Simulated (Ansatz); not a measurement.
A nudged elastic band was laid between two geometries of FGeH₃OS (7 atoms, charge 0, multiplicity 1).

Method: RKS PBE0/def2-SVP in Ansatz.

| Quantity | Value |
| --- | --- |
| movable images | 7 |
| climbing image | yes |
| spring | 5.0 eV/Å² |
| optimiser | quadratic models (default) |
| start path | through a guess of the saddle point |
| force threshold | 0.05 eV/Å |
| iteration limit | 60 |
| end points | relaxed |

First end point:

```xyz
7
Properties=species:S:1:pos:R:3
O -1.291 0.678 0.586
Ge 0.283 -0.093 0.453
F 0.215 -1.621 1.274
S 0.781 -0.669 -1.621
H -1.988 0.195 0.126
H 1.268 0.824 1.173
H 0.793 0.618 -2.037
```

Last end point:

```xyz
7
Properties=species:S:1:pos:R:3
O -1.268 0.368 0.533
Ge 1.017 0.446 0.199
F 0.794 -1.007 1.233
S 0.948 -0.711 -1.750
H -1.526 0.956 1.256
H -1.181 -0.509 0.947
H 1.277 0.389 -2.464
```

(1) Which bonds break or form, and what moves?

(2) What energy profile does the band end with?

(3) What is the geometry of the highest image?

Answers

(1) Bonds broken: Ge2–H6. Bonds formed: O1–H6.

(2) The forces met the threshold. The highest image is number 3 of 0 to 8, 56.5 kcal/mol above the first end and 48.4 kcal/mol above the last; the last end lies 8.2 kcal/mol above the first. The profile has 2 maxima (images 3, 6) with wells between them (image 5): this band takes more than one step, which may be the mechanism or a detour left from its start path. Neighbouring images differ by up to 1.9 eV, so the band resolves the path poorly. A vibrational analysis at the climbing image gives one clearly imaginary mode, 1402i cm⁻¹: a first-order saddle point. The orbitals stay closed-shell, which can raise the energy where a bond breaks towards radicals; this wasn't checked here.

```tsv
image	path coordinate (Å)	energy (kcal/mol)	Ge2–H6 (Å)	O1–H6 (Å)
0	0.00	0.0	1.53	2.63
1	0.73	1.8	1.53	2.65
2	1.45	15.9	1.52	2.24
3	2.18	56.5	1.62	1.45
4	3.06	12.2	2.44	0.97
5	3.94	9.9	2.94	0.97
6	4.82	11.2	2.86	0.97
7	5.70	9.9	2.67	0.97
8	6.57	8.2	2.51	0.97
```

(3) 
```xyz
7
Properties=species:S:1:pos:R:3
O -1.143 0.433 0.936
Ge 0.593 -0.278 0.405
F 0.534 -1.855 1.136
S 0.542 -0.730 -1.778
H -1.670 0.795 0.204
H 0.130 1.093 1.137
H 1.075 0.473 -2.086
```

Run time: 5 min on 2 threads of Arm Neoverse V2, on a shared host, peak memory 0.21 GiB.
